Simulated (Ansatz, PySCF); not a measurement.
Energy difference 3 R1 + R2 → P1 + P2 + P3 + P4, each structure at its B3LYP-D3(BJ)/def2-TZVP stationary point, reached from a drawn start (curvature not checked).
P1: CH4 (SMILES C), charge 0, multiplicity 1.
R1: H2 (SMILES [H][H]), charge 0, multiplicity 1.
P2, HCl (SMILES Cl) (charge 0, multiplicity 1):
```xyz
2

Cl     0.00000     0.00000     0.64101
H      0.00000     0.00000    -0.64101
```
P3, HF (SMILES F) (charge 0, multiplicity 1):
```xyz
2

F      0.0000     0.0000     0.4622
H      0.0000     0.0000    -0.4622
```
P4, SiH4 (SMILES [SiH4]) (charge 0, multiplicity 1):
| atom | x (Å) | y (Å) | z (Å) |
|---|---|---|---|
| Si | 0.0000 | 0.0000 | 0.0000 |
| H | 0.8547 | 0.8547 | 0.8547 |
| H | -0.8547 | -0.8547 | 0.8547 |
| H | -0.8547 | 0.8547 | -0.8547 |
| H | 0.8547 | -0.8547 | -0.8547 |
R2: CH4ClFSi (SMILES C[SiH](F)Cl), charge 0, multiplicity 1.

P less R. No zero-point or thermal terms.

Correlated levels freeze the cores.

Run with Ansatz (Gaussian basis) for Hartree–Fock, density functionals and correlated methods; PySCF for the D3/D4 terms. Each number belongs to the level named beside it.

| level | reaction energy (kcal/mol) |
|---|---|
| HF/cc-pV(T+d)Z | 35.75 |
| revPBE-D3(BJ)/def2-TZVPP | 42.67 |
| r2SCAN-D3(BJ)/def2-TZVPP | 46.62 |
| B3LYP-D4/def2-TZVPP | 42.79 |
| PBE0/def2-TZVPP | 39.21 |
| BHLYP-D4/def2-TZVPP | 42.07 |
| wB97X-V/def2-TZVPP | 42.65 |
| B2PLYP-D3(BJ)/def2-TZVPP | ___ |
| B2PLYP-D4/def2-TZVPP | ___ |

**Question.** Some entries are withheld; supply them.

**Answer.** 
- B2PLYP-D3(BJ)/def2-TZVPP, reaction energy (kcal/mol): 43.52
- B2PLYP-D4/def2-TZVPP, reaction energy (kcal/mol): 43.26

Ansatz is a quantum-chemistry and plane-wave program.
